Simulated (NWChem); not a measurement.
**Relativistic effects in CHI$_{2}$**

SMILES: I[CH]I
```xyz
4

I      0.0691    -0.0029     1.8123
C     -0.8911     0.0635     0.0000
I      0.0691    -0.0029    -1.8123
H     -1.9749    -0.0718     0.0000
```
Charge 0, spin multiplicity 2.

Program: NWChem. All single points use one geometry, from UPBE0/def2-SVP with def2 effective core potentials on I, a minimum by its harmonic frequencies.

Functional B3LYP, all-electron basis x2c-SVPall-2c, contracted for the X2C Hamiltonian and used here with ZORA. The ion keeps the geometry and has multiplicity 1 in the scalar run; the spin-orbit run starts from the same electron counts.

Relative cost: rough, from shared machines, SCF included, scalar ZORA = 1.

B3LYP has NWChem's definition, with VWN1-RPA local correlation. The structure started from a generated list of species. No SCF solution was tested for a lower state.

```
Hamiltonian      ΔSCF ionisation energy (eV)  relative cost
---------------  ---------------------------  -------------
scalar ZORA                             7.79              1
spin-orbit ZORA                         7.73        under 3
```

From scalar ZORA to spin-orbit ZORA the ionisation energy shrinks by 0.06 eV.
